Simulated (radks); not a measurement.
The numbers below are computed, except where a source is named.
All-electron atom: Gd IV in [Kr] 4d10 4f7.25 5s2 5p5.75 (fractional occupations, a model configuration).

Code: a radial shooting solver on a logarithmic mesh with Libxc functionals. Model: Dirac Kohn-Sham, LDA (Slater exchange, Perdew-Wang correlation), spin-unpolarised, spherical densities, point nucleus; open shells fill j = l - 1/2 first.

Energy parts (eV):
| part | energy |
|---|---|
| total | -306699.74 |
| kinetic | 334420.33 |
| electron-nucleus | -752227.06 |
| Hartree | 117680.78 |
| exchange-correlation | -6573.78 |

Orbitals (lengths in bohr, moments of r in powers of bohr):
orbital  occ.  eigenvalue (eV)      <r^2>
1s1/2       2        -50028.71  0.0006556
2s1/2       2        -8277.037    0.01023
2p1/2       2        -7863.368   0.007422
2p3/2       4        -7168.283   0.008656
3s1/2       2        -1852.316    0.06830
3p1/2       2        -1672.724    0.06358
3p3/2       4        -1530.197    0.07067
3d3/2       4        -1219.085    0.05638
3d5/2       6        -1187.999    0.05836
4s1/2       2        -391.4084     0.3460
4p1/2       2        -321.5447     0.3640
4p3/2       4        -289.7106     0.4033
4d3/2       4        -174.4542     0.4629
4d5/2       6        -168.7095     0.4784
5s1/2       2         -74.3595      1.977
5p1/2       2         -54.8874      2.458
5p3/2    3.75         -50.3567      2.753
4f5/2       6         -33.2306     0.9509
4f7/2    1.25         -32.4801     0.9782

The highest occupied level is 4f7/2 at -32.480 eV. Summed over all electrons, <r^2> = 35.07 bohr^2, which gives a Langevin (diamagnetic) susceptibility term of -27.8 x 10^-6 cm^3/mol. The density falls to 0.001 e/bohr^3 at r = 3.25 bohr.
